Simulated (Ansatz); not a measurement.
```yaml
crystal:
  periodic: [false, false, false]
  atoms:
    - {symbol: F, position_ang: [0.011989, -0.341778, 2.217962]}
    - {symbol: C, position_ang: [0.399880, 0.707652, 1.462265]}
    - {symbol: F, position_ang: [0.282289, 1.826487, 2.194243]}
    - {symbol: C, position_ang: [-0.525361, 0.810039, 0.240788]}
    - {symbol: F, position_ang: [-0.058522, 1.819123, -0.528391]}
    - {symbol: F, position_ang: [-1.756012, 1.165296, 0.674004]}
    - {symbol: C, position_ang: [-0.689724, -0.458185, -0.573739]}
    - {symbol: C, position_ang: [0.551837, -1.017765, -1.225869]}
    - {symbol: F, position_ang: [1.492762, -1.342361, -0.325168]}
    - {symbol: F, position_ang: [0.243240, -2.132722, -1.894783]}
    - {symbol: F, position_ang: [1.107608, -0.169263, -2.090493]}
    - {symbol: H, position_ang: [1.444339, 0.577123, 1.170078]}
    - {symbol: H, position_ang: [-1.410910, -0.240522, -1.363183]}
    - {symbol: H, position_ang: [-1.106214, -1.232323, 0.071088]}
basis:
  gaussian: {orbitals: pcseg-2}
magnetization: {spin_polarized: true, initial_magnetization: 2}
hamiltonian: {xc: {name: RPBE}}
scf: {lower_state_search: full}
```

```sh
$ ansatz run in.yaml --threads 4 --pin off --events-out ev --progress --plain --max-ram 66560MiB --backend cuda --devices 0, --max-vram 37GiB
```

Output, abridged:

```
Functional definition: RPBE
1881 factors; their error is unknown
mean field evaluation 1: about -23205.5242 eV, gradient 4.8e1 eV
mean field evaluation 2: about -23189.6169 eV, gradient 7.0e1 eV
mean field evaluation 4: about -23213.4808 eV, gradient 1.5e1 eV
mean field evaluation 8: about -23214.5591 eV, gradient 6.2e-1 eV
mean field evaluation 16: about -23214.4449 eV, gradient 5.6e-2 eV
mean field evaluation 32: about -23214.4449 eV, gradient 1.8e-4 eV
mean field evaluation 320: about -23214.4449 eV, gradient 2.8e-5 eV
mean field -23214.44487723 eV, -853.1151139224 hartree, gradient 1.1e-5 eV, S^2 2.001323; 16 other end points of the search recorded, 0 dependent functions left out
reference -23214.44492688 eV, -853.1151157469 hartree; 46, 44 occupied and 326, 328 virtual orbitals, 1881 factors
Total energy: -23214.44492688 eV, -853.1151157469 hartree
```

Hardware: 4 threads of an AMD EPYC 7R13 on a shared host and a share of an NVIDIA H100 80 GB. Wall time 42 s, peak host memory 1.1 GiB.
